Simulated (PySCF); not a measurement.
## Correlation energy of Sc⁺ (scandium, charge +1)

[Ar] 3d2, high-spin 3F determinant (an excited configuration). Computed with PySCF 2.14 in dyall-av2z (16s12p7d2f, 101 functions), with the non-relativistic Hamiltonian (point nucleus). Frozen: [Ar]; 2 electrons correlated; the 25 highest virtual orbitals of each spin left out.

With two correlated electrons CCSD is exact within the correlated space (frozen core and kept virtual orbitals).

| level | correlation energy (mhartree) |
| --- | --- |
| CCSD | -6.70 |

Diagnostics: T1 = 0.0077, D1 = 0.0109, largest double amplitude 0.042.

Cost of the coupled-cluster step: of the order of 5 core-seconds, for 2 correlated electrons.
